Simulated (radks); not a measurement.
Task: Dipole-allowed excitations along the series with 4 electrons in [He] 2s2. Method: non-relativistic Kohn-Sham, LB94 model potential, spin-unpolarised, spherical densities, point nucleus; computed with a radial shooting solver on a logarithmic mesh with Libxc functionals. Time-dependent linear response with the Hartree and adiabatic LDA kernel, continuum included through the Sternheimer equations. Lines are the poles of the dipole polarisability below minus the highest occupied eigenvalue, found on a grid refined at the orbital gaps; the lowest seven at most are given, and weak or close lines can be missed. The first line takes the name of the lowest orbital gap if no other gap lies below it; otherwise a line is named after a gap within 0.6 % of it, if that gap stands alone.

| species | -e(HOMO) (eV) | lowest orbital gap (eV) | first line (eV) | f | strongest line (eV) | its f | static alpha (bohr^3) |
|---|---|---|---|---|---|---|---|
| O4+ | 111.28 | 2s-2p 11.746 | 16.777 (2s-2p) | 0.424 | 69.470 (unassigned) | 0.484 | 1.234 |
| F5+ | 153.98 | 2s-2p 13.810 | 19.647 (2s-2p) | 0.365 | 94.587 (unassigned) | 0.533 | 0.7683 |
| Ne6+ | 203.49 | 2s-2p 15.869 | 22.504 (2s-2p) | 0.321 | 123.49 (2s-3p) | 0.570 | 0.5108 |
| Mg8+ | 322.92 | 2s-2p 19.976 | 28.200 (2s-2p) | 0.258 | 192.64 (2s-3p) | 0.624 | 0.2589 |

Estimate the first line of N3+, its oscillator strength and the static polarisability.

Result: 13.890 eV (2s-2p), f = 0.507, alpha = 2.168 bohr^3.
